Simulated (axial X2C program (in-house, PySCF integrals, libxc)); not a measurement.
MnF: properties at the nuclei

Computed with an axial X2C code built on PySCF integrals: two-component X2C with atomic mean-field Coulomb and Gaunt terms, Gaussian nuclei, basis Mn dyall-cv3z, F dyall-av3z with contracted cores.

R = 1.835 Å (near the PBE0 minimum at charge 0 of the determinant lowest at the starting distance; the state shown can have its own minimum elsewhere).

Input and command:
```json
{"zs": [25, 9], "q": 0, "bas": ["dyall-cv3z", "dyall-av3z"], "r0": 1.83, "levels": ["PBE0", "HF", "BHandHLYP", "r2SCAN", "TPSSh"], "nst": 3}
```
```bash
python soeom.py task.json out
```

Keys: zs atomic numbers; q charge; bas basis sets; r0 starting distance in Å; levels methods; nst determinants followed.

Determinant lowest in the PBE0 search, Ω = 3 (⟨Sz⟩ = 3.00, ⟨Lz⟩ = 0.00 at PBE0), spin on the atoms Mn 2.96, F 0.04:

```tsv
level	Eeff magnitude (GV/cm)	Ws magnitude Mn (kHz)	A∥/gI Mn (MHz)	qzz Mn (a.u.)	A∥/gI F (MHz)	qzz F (a.u.)	μ (D)
PBE0	0.628	0.0977	474	-1.85	18.8	0.38	-2.59
HF	0.646	0.0992	344	-2.08	15.9	0.26	-2.93
BHandHLYP	0.726	0.11	460	-1.91	20.9	0.32	-2.90
r2SCAN	0.591	0.0928	527	-1.86	21.6	0.33	-2.40
TPSSh	0.598	0.0937	483	-1.82	18.3	0.40	-2.35
```

Determinant 0.69 eV from it at PBE0 and this distance, Ω = 2 (⟨Sz⟩ = 2.00, ⟨Lz⟩ = 0.00 at PBE0), spin on the atoms Mn 1.98, F 0.02:

| level | Eeff magnitude (GV/cm) | Ws magnitude Mn (kHz) | A∥/gI Mn (MHz) | qzz Mn (a.u.) | A∥/gI F (MHz) | qzz F (a.u.) | μ (D) |
| --- | --- | --- | --- | --- | --- | --- | --- |
| PBE0 | 1.14 | 0.201 | -399 | -1.26 | -8.41 | 0.81 | -3.04 |
| HF | 1.18 | 0.213 | -441 | -1.83 | -6.17 | 0.45 | -2.87 |
| BHandHLYP | 1.21 | 0.214 | -450 | -1.49 | -6.86 | 0.62 | -3.36 |
| r2SCAN | 1.17 | 0.207 | -305 | -1.20 | -6.74 | 0.89 | -2.86 |
| TPSSh | 1.07 | 0.186 | -357 | -1.17 | -8.04 | 0.90 | -2.95 |

Eeff is the effective electric field on the electron electric dipole moment in this Ω state and Ws the scalar–pseudoscalar constant of the nucleus named (defined with the proton number Z and per Ω); A∥ (defined per Ω) follows by multiplying with gI = μI/(I μN); qzz is the electric field gradient, eQq0 = 234.96 MHz × Q/barn × qzz; μ is positive if the F end (last atom) is positive. The operators were transformed with the bare-nucleus X2C matrices; with these basis sets, hyperfine constants and field gradients can be off by tens of per cent, and where levels differ in sign neither size nor sign is settled.

Q: With gI(55Mn) = 1.3813, Q(55Mn) = 0.33 barn, gI(19F) = 5.2577 (g factors from the IAEA table of nuclear moments by Stone; Q from Pyykkö, Mol. Phys. 2018), turn the PBE0 values of the first state into constants in MHz.

A: A∥(55Mn) = 474 × 1.3813 = 655 MHz; eQq0(55Mn) = 234.96 × (0.33) × (-1.85) = -143 MHz; A∥(19F) = 18.8 × 5.2577 = 98.8 MHz.

Each state is one determinant with collinear spin, which with several unpaired electrons need not be a pure state. Unrestricted Hartree–Fock can overshoot spin polarisation at the nuclei. This is the top spin component of a Σ state; components of lower Ω are not single determinants and can lie lower. With several open shells hyperfine constants can be off by a factor of several. Open-shell Ω = 0 determinants with evenly filled partner blocks cannot be reached by this program, so the Ω shown need not be the lowest component. The search compared states at one distance, so a state with another bond length can lie lower. Further determinants of the search, some of them spin-mixed, are not shown. PBE0 term energies can be off by some tenths of an eV.
